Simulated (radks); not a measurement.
Q: Valence configurations of the promethium ion Pm3+ (all share [Xe]). Calculated with a radial shooting solver on a logarithmic mesh with Libxc functionals: non-relativistic Kohn-Sham, BLYP, spin-unpolarised, spherical densities, point nucleus; relativity is left out, which matters for an element this heavy. Order these by energy: 4f2 6p2; 4f3 6s1; 4f2.5 5d0.5 6s1; 4f4; 4f3.5 6s0.5; 4f1.5 5d1 6s1 6p0.5; 4f3 5d1; 4f2 5d1 6s1; 4f2 5d2; 4f2.5 6s1.5.

A: From the lowest, in eV above it: 4f4 0.000; 4f3.5 6s0.5 8.120; 4f3 5d1 13.072; 4f3 6s1 18.446; 4f2.5 5d0.5 6s1 27.751; 4f2.5 6s1.5 31.133; 4f2 5d2 32.117; 4f2 5d1 6s1 38.642; 4f2 6p2 56.019; 4f1.5 5d1 6s1 6p0.5 57.586. NIST lists [Xe] 4f4 as the ground configuration; this level of theory agrees among the configurations tried. The energies are those of spherical spin-averaged densities, not of single terms. Relativity is left out, which favours d and f over s occupation in heavy atoms.
